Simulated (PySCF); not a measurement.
## C⁺ (carbon, charge +1): M06-2X calculation

Configuration: [He] 2s2 2p1, 2P determinant. Calculation: PySCF 2.14, in 6-31G* (3s2p1d, 14 functions); the non-relativistic Hamiltonian (point nucleus).

| Property | Result |
| --- | --- |
| Total energy | -37.4164 hartree |
| One-electron energy | -47.5473 hartree |
| Hartree (Coulomb) energy | 14.9924 hartree |
| Exchange-correlation energy | -4.8615 hartree |
| Kinetic energy | 37.16276 hartree |
| ⟨S²⟩ | 0.7510 |
| ⟨L²⟩ | 2.001 |
| Sum of ⟨r⟩ | 4.966 bohr |
| Sum of ⟨r²⟩ | 8.092 bohr² |
| Traceless quadrupole moment −½Σ⟨3z² − r²⟩ along its main axis | -1.05 e·bohr² |
| Density at the nucleus (Gaussians lack the cusp) | 120 bohr⁻³ |
| Spin density at the nucleus | 0.0779 bohr⁻³ |
| Langevin diamagnetic susceptibility | -6.41 ×10⁻⁶ cm³/mol |
| Time after the integrals | 0.1 s of wall time on 1 thread of AMD EPYC 7B13 (shared host) |

```
shell  electrons  mean orbital energy (hartree)  rms radius, mean of both spins (bohr)
 1s α          1                      -11.24841                                  0.313
 1s β          1                      -11.23652                                  0.313
 2s α          1                       -1.09957                                   1.62
 2s β          1                       -1.01932                                   1.62
 2p α          1                       -0.77646                                   1.64
```
